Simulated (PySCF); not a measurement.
Species: C6H7F3OSi2.
Bonds: O1–C2 (double), C2–C3, C3–C4 (double), C4–Si5, Si5–C6, C6–C7 (double), C7–Si8, C2–C9, C9–F10, C9–F11, C9–F12, C3–Si8. Hydrogens: H13 on C4; H14, H15 on Si5; H16 on C6; H17 on C7; H18, H19 on Si8.

Torsions of this conformer, `[O:1]=[C:2]([C:3]1=[CH:4][SiH2:5][CH:6]=[CH:7][SiH2:8]1)[C:9]([F:10])([F:11])[F:12]`: O1–C2–C3–C4 178°, O1–C2–C9–F10 2°.

The closed-shell ground state was solved at several levels (PySCF, density fitting, gas phase, non-relativistic). Geometry: PBE0-D3(BJ)/def2-SVP, one conformer, isolated molecule.

```
        level  basis functions  HOMO (eV)  LUMO (eV)  gap (eV)  dipole (D)
PBE0/pcSseg-1              253      -8.23      -2.79      5.44        3.38
 PBE/pcSseg-2              544      -6.63      -3.74      2.89        3.35
```

**Question.** Estimate the row for CAM-B3LYP/def2-SVPD, a basis of 316 functions; the other rows only guide the guess.

**Answer.** HOMO -9.50 eV, LUMO -1.70 eV, gap 7.80 eV, dipole 3.59 D.

**Question.** Over all these levels, which gives the widest orbital gap and which the narrowest?

**Answer.** CAM-B3LYP/def2-SVPD (range-separated hybrid) has the widest, 7.80 eV, and PBE/pcSseg-2 (GGA) the narrowest, 2.89 eV. Functional and basis both differ between the two, so the spread mixes both effects.

**Question.** How far do the dipole and the HOMO energy spread over the levels?

**Answer.** The dipole runs from 3.35 to 3.59 D (mean 3.44 D) and the HOMO from -9.50 to -6.63 eV.
